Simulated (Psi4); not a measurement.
Relaxed torsion scan: SMILES OB(O)[SiH2][SiH2][GeH3] (H₉BGeO₂Si₂), singlet. Scanned: dihedral H7–O1–B2–Si4; all other coordinates were relaxed at GFN2-xTB. Points at φ and −φ are mirror images.

Geometry of the scan point at -80° (Å):
```
15

O      2.8786     1.0000     0.2641
B      1.6268     0.5192     0.5537
O      0.6855     1.4368     0.8729
Si     0.8323    -1.2100    -0.0001
Si    -1.4652    -0.9019    -0.1345
Ge    -2.1262     1.1201     0.8417
H      3.6546     0.7248     0.7384
H      0.9789     2.3453     0.9839
H      1.3880    -1.6557    -1.2913
H      1.1385    -2.3566     0.8789
H     -1.9721    -0.8981    -1.5159
H     -2.2290    -1.9748     0.5195
H     -3.6326     1.2574     0.9610
H     -1.7005     1.3843     2.2586
H     -1.7828     2.3930     0.1191
```

Method: PBE-D3(BJ)/def2-SVP // GFN2-xTB (Psi4).

Scanned values (°): -160, -140, -120, -100, -80, -60, -40, -20, 0, 20, 40, 60, 80, 100, 120, 140, 160, 180.

### Question
Locate the minima and the barriers on this grid.

### Answer
Lower than their neighbours: 0° (0.000 eV), 180° (0.150 eV). Higher than their neighbours: -100° (0.454 eV), 100° (0.454 eV). The whole profile spans 0.454 eV.
